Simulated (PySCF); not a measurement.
## Correlation energy of Ag+ (silver, charge +1)

[Kr] 4d9 5p1, one real determinant (an excited configuration). Computed with PySCF 2.14 in def2-TZVPPD with the def2 core potential (28 electrons) (6s4p3d2f1g, 56 functions), with a scalar-relativistic core potential. Frozen: nothing; 18 electrons correlated.

MP2 pair energies summed by pair of shells (mhartree):

```json
{"pair": "4d-4d", "energy": "-276.80", "share (%)": "48.9"}
{"pair": "4p-4d", "energy": "-164.00", "share (%)": "29.0"}
{"pair": "4p-4p", "energy": "-46.21", "share (%)": "8.2"}
{"pair": "4s-4d", "energy": "-28.66", "share (%)": "5.1"}
{"pair": "4s-4p", "energy": "-21.98", "share (%)": "3.9"}
{"pair": "4d-5p", "energy": "-20.95", "share (%)": "3.7"}
{"pair": "4s-4s", "energy": "-3.90", "share (%)": "0.7"}
{"pair": "4p-5p", "energy": "-2.95", "share (%)": "0.5"}
{"pair": "4s-5p", "energy": "-0.20", "share (%)": "0.0"}
```

Total MP2 correlation energy: -565.67 mhartree.

Same-spin part -185.50 and opposite-spin part -380.17 mhartree; SCS-MP2 scales them by 1/3 and 6/5 to -518.04 mhartree.

The reference is one real determinant that mixes LS terms of this configuration.

The basis has no tight functions for the innermost shells, so their pair energies are far from complete.

This basis was not built for core-valence correlation, so the inner-shell part is incomplete.
